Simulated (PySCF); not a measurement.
Mapped SMILES: `[N:1]#[C:2][c:3]1[cH:4][cH:5][s:6][cH:7]1`; H(Xn) means a hydrogen on atom n.

Geometry: PBE0-D3(BJ)/def2-SVP; GIAO shifts from PySCF, gas phase, non-relativistic, averaged over equivalent atoms.

At wB97X-D/pcSseg-1 (141 basis functions, 15 s wall time on 1 thread of an Arm Neoverse V1, shared host):
```json
{"atoms": "N1", "δ (ppm)": "317.0"}
{"atoms": "C7", "δ (ppm)": "146.5"}
{"atoms": "C4", "δ (ppm)": "136.6"}
{"atoms": "C5", "δ (ppm)": "136.1"}
{"atoms": "C2", "δ (ppm)": "120.1"}
{"atoms": "C3", "δ (ppm)": "118.2"}
{"atoms": "S6", "δ (ppm)": "236.5"}
{"atoms": "H(C7)", "δ (ppm)": "7.75"}
{"atoms": "H(C4)", "δ (ppm)": "7.34"}
{"atoms": "H(C5)", "δ (ppm)": "7.26"}
```

References, each an isolated molecule treated in the same way: NH3 for ¹⁵N (σ = 263.98 ppm); ¹³C (σ = 184.54 ppm), ¹H (σ = 31.38 ppm) vs TMS; ³³S (σ = 493.71 ppm) against CS2.

Q: What do these become at PBE0/cc-pVTZ?

A: 
```json
{"atoms": "N1", "δ at PBE0/cc-pVTZ": "309.4", "change": "-7.6"}
{"atoms": "C7", "δ at PBE0/cc-pVTZ": "141.7", "change": "-4.8"}
{"atoms": "C4", "δ at PBE0/cc-pVTZ": "134.3", "change": "-2.3"}
{"atoms": "C5", "δ at PBE0/cc-pVTZ": "132.4", "change": "-3.7"}
{"atoms": "C2", "δ at PBE0/cc-pVTZ": "118.3", "change": "-1.8"}
{"atoms": "C3", "δ at PBE0/cc-pVTZ": "117.2", "change": "-1.0"}
{"atoms": "S6", "δ at PBE0/cc-pVTZ": "239.3", "change": "+2.8"}
{"atoms": "H(C7)", "δ at PBE0/cc-pVTZ": "7.89", "change": "+0.14"}
{"atoms": "H(C4)", "δ at PBE0/cc-pVTZ": "7.39", "change": "+0.05"}
{"atoms": "H(C5)", "δ at PBE0/cc-pVTZ": "7.38", "change": "+0.12"}
```

Scale: NH3 for ¹⁵N (266.77 ppm); TMS for ¹³C (187.29 ppm) and ¹H (31.29 ppm); ³³S (524.82 ppm) vs CS2 (reference shieldings calculated alike).

The largest change is at N1 (nitrile nitrogen). Cost: 256 basis functions, 27 s wall time on 1 thread of an Arm Neoverse V2, shared host. The order of the carbon signals is the same at both levels.

Experimental scales use liquid or dissolved standards, which lie at an offset from isolated NH3 (liquid NH3: subtract about 20 ppm). Unscaled 15N shifts of sp2 nitrogen come out 20 to 40 ppm too high even then.
